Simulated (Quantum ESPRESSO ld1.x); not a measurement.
Problem. These are the eigenvalues of the occupied orbitals of an atom or ion with whole-number occupations (eV). Calculated with ld1.x of Quantum ESPRESSO 7.5: non-relativistic Kohn-Sham, LDA (Slater exchange, VWN5 correlation), spin-polarised, spherical densities, point nucleus.

1s up: -31613.1
1s down: -31612.6
2s up: -5773.53
2s down: -5756.81
2p up: -5502.72
2p down: -5490.17
3s up: -1972.42
3s down: -1956.06
3p up: -1865.41
3p down: -1848.10
3d up: -1679.97

Which element is it, and in what charge state? The configuration may be excited. Open shells, if any, are filled with parallel spins first.

Solution. Z = 52, tellurium, charge +29: Te29+ in [Ar] 3d5. The list shows which subshells hold electrons but not how many an open one holds; the 1s level, -1161.8 hartree, gives Z - s = 48.2 by -(Z - s)^2/2, which with screening narrows Z to a few neighbours, and the depths of the outer levels then fix element, charge and occupations together.
